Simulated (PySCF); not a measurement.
PySCF job for boric acid (BH₃O₃), SMILES OB(O)O, PBE0-D3(BJ)/def2-SVP. Coordinates come from a PBE0-D3(BJ)/def2-SVP optimisation. The values are those of a single conformer.

```python
import numpy as np
from pyscf import gto, scf, dft, df
from pyscf.hessian import thermo

mol = gto.M(
    atom='''
    O    -0.61534968   -1.23793060    0.00000000
    B    -0.03295765   -0.01073167    0.00000000
    O     1.33962136    0.05958174    0.00000000
    O    -0.86928826    1.06839361    0.00000000
    H     0.04844498   -1.93321047    0.00000000
    H     1.70620246    0.94620210    0.00000000
    H    -0.42972658    1.92030873    0.00000000
    ''',
    basis='def2-SVP',
    charge=0,
    spin=0,
    max_memory=1600,
    verbose=3,
)
mf = dft.RKS(mol, xc='pbe0').density_fit(auxbasis='def2-universal-jkfit')
mf.disp = 'd3bj'
mf.grids.level = 3
mf.conv_tol = 1e-11
mf.max_cycle = 100
mf.kernel()

# [left out here: the lines that compute and print the analytic Hessian (its translational invariance restored by hand, since the grid's response is missing), thermochemistry and intensities]
```

Log of the run:

```
converged SCF energy = -252.024447169823

WARN: DFTD3 does not support analytical Hessian, using finite difference


WARN: Mole.unit (angstrom) is changed to Bohr

Mode                                 0                   1                   2
Irrep
Freq [cm^-1]                      281.2117            449.0905            459.5288
Reduced mass [au]                   1.0827              3.5683              4.0837
Force const [Dyne/A]                0.0504              0.4240              0.5081
Char temp [K]                     404.6011            646.1412            661.1596
Normal mode                   x     y     z       x     y     z       x     y     z
       0   O                 0.00 -0.00 -0.02   -0.12  0.00  0.00   -0.03  0.11 -0.00
       1   B                -0.00  0.00 -0.00    0.05 -0.07 -0.00    0.08  0.05  0.00
       2   O                -0.00 -0.00 -0.04    0.05  0.12 -0.00    0.10 -0.05  0.00
       3   O                -0.00  0.00  0.05    0.07 -0.08 -0.00   -0.10 -0.09  0.00
       4   H                 0.00  0.00  0.26   -0.32 -0.18 -0.00   -0.14  0.01 -0.00
       5   H                 0.00 -0.00  0.63   -0.19  0.22  0.00    0.20 -0.10 -0.00
       6   H                 0.00  0.00 -0.67    0.07 -0.08  0.00   -0.34  0.03 -0.00
Mode                                 3                   4                   5
Irrep
Freq [cm^-1]                      467.7632            511.3339            680.6007
Reduced mass [au]                   1.1569              1.0981              9.3518
Force const [Dyne/A]                0.1491              0.1692              2.5523
Char temp [K]                     673.0071            735.6956            979.2329
Normal mode                   x     y     z       x     y     z       x     y     z
       0   O                 0.00  0.00  0.05   -0.00  0.00 -0.05    0.00  0.00  0.07
       1   B                 0.00  0.00 -0.02    0.00 -0.00 -0.06   -0.00  0.00 -0.27
       2   O                 0.00 -0.00 -0.06    0.00  0.00  0.01   -0.00 -0.00  0.06
       3   O                -0.00 -0.00 -0.05   -0.00 -0.00  0.02    0.00 -0.00  0.06
       4   H                 0.00  0.00 -0.01   -0.00 -0.00  0.90    0.00  0.00 -0.14
       5   H                 0.00 -0.00  0.69   -0.00  0.00 -0.15    0.00 -0.00  0.02
       6   H                -0.00  0.00  0.62   -0.00 -0.00  0.25    0.00 -0.00 -0.04
Mode                                 6                   7                   8
Irrep
Freq [cm^-1]                      895.7557            927.6913           1020.6698
Reduced mass [au]                   7.1439              1.1128              1.4568
Force const [Dyne/A]                3.3773              0.5643              0.8942
Char temp [K]                    1288.7931           1334.7413           1468.5166
Normal mode                   x     y     z       x     y     z       x     y     z
       0   O                 0.05  0.13 -0.00    0.00  0.02 -0.00    0.08  0.06  0.00
       1   B                 0.01  0.01  0.00   -0.01  0.01  0.00    0.01 -0.03  0.00
       2   O                -0.13 -0.02 -0.00   -0.02  0.05 -0.00    0.01 -0.05  0.00
       3   O                 0.08 -0.12  0.00   -0.04 -0.03  0.00   -0.07  0.04 -0.00
       4   H                 0.10  0.18  0.00   -0.07 -0.05  0.00   -0.37 -0.35 -0.00
       5   H                -0.18 -0.00 -0.00    0.61 -0.23  0.00   -0.46  0.16 -0.00
       6   H                 0.02 -0.09 -0.00    0.59 -0.34 -0.00    0.36 -0.17  0.00
Mode                                 9                  10                  11
Irrep
Freq [cm^-1]                     1033.6313           1463.6305           1520.9343
Reduced mass [au]                   1.3062              7.8220              6.2434
Force const [Dyne/A]                0.8222              9.8726              8.5092
Char temp [K]                    1487.1653           2105.8385           2188.2858
Normal mode                   x     y     z       x     y     z       x     y     z
       0   O                 0.06 -0.02 -0.00    0.04  0.04 -0.00    0.02  0.08 -0.00
       1   B                 0.04  0.01  0.00   -0.26  0.01  0.00   -0.01 -0.26  0.00
       2   O                -0.09  0.02 -0.00    0.09  0.01 -0.00   -0.00  0.03 -0.00
       3   O                 0.04  0.02  0.00    0.06 -0.04  0.00   -0.02  0.06 -0.00
       4   H                -0.47 -0.49  0.00   -0.13 -0.11  0.00    0.07  0.12  0.00
       5   H                 0.30 -0.16 -0.00    0.07  0.02  0.00    0.17 -0.06 -0.00
       6   H                -0.36  0.21 -0.00   -0.10  0.02 -0.00   -0.13  0.11  0.00
Mode                                12                  13                  14
Irrep
Freq [cm^-1]                     3937.7840           3950.1623           3967.1131
Reduced mass [au]                   1.0658              1.0669              1.0666
Force const [Dyne/A]                9.7369              9.8087              9.8898
Char temp [K]                    5665.5944           5683.4040           5707.7924
Normal mode                   x     y     z       x     y     z       x     y     z
       0   O                 0.04 -0.05 -0.00   -0.00  0.00 -0.00   -0.00  0.00 -0.00
       1   B                 0.00 -0.00  0.00   -0.00  0.00 -0.00   -0.00 -0.00  0.00
       2   O                 0.00  0.00 -0.00    0.02  0.05  0.00   -0.01 -0.01 -0.00
       3   O                -0.00 -0.00  0.00   -0.01 -0.01  0.00   -0.02 -0.05 -0.00
       4   H                -0.65  0.72  0.00    0.03 -0.03 -0.00    0.01 -0.01  0.00
       5   H                -0.01 -0.03 -0.00   -0.37 -0.85 -0.00    0.10  0.23  0.00
       6   H                 0.01  0.02  0.00    0.11  0.23  0.00    0.41  0.84  0.00
temperature 298.1500 [K]
pressure 101325.00 [Pa]
Rotational constants [GHz] 10.18014 9.80700 4.99504
Symmetry number 1
Zero-point energy (ZPE) 0.04913 [Eh]   128998.716 [J/mol]
                           tot       elec      trans        rot        vib
Entropy [J/mol/K]       282.512      0.000    160.184    100.338     21.990
Cv [J/mol/K]             65.299      0.000     12.472     12.472     40.355
Cp [J/mol/K]             73.613      0.000     20.786     12.472     40.355
Internal energy [J/mol]                      3718.434   3718.434 133541.476
Internal energy [Eh]   -251.97075  -252.02445
Enthalpy [J/mol]                             6197.391   3718.434 133541.476
Enthalpy [Eh]          -251.96981
Gibbs free energy [J/mol]                  -41561.505 -26197.204 126985.203
Gibbs free energy [Eh] -252.00189
mode   freq/cm-1   IR/(km/mol)
   1      281.21         6.541
   2      449.09        31.581
   3      459.53         4.397
   4      467.76       216.527
   5      511.33       102.846
   6      680.60       100.012
   7      895.76         4.113
   8      927.69       207.393
   9     1020.67       194.914
  10     1033.63         8.328
  11     1463.63       466.656
  12     1520.93       352.145
  13     3937.78        91.908
  14     3950.16        34.641
  15     3967.11        91.973
max |gradient| / (hartree/bohr): 8.4950132968308e-05
APT charges: [-0.7842  1.43   -0.7838 -0.7768  0.3197  0.2962  0.2989]
```

Self-consistency was reached.
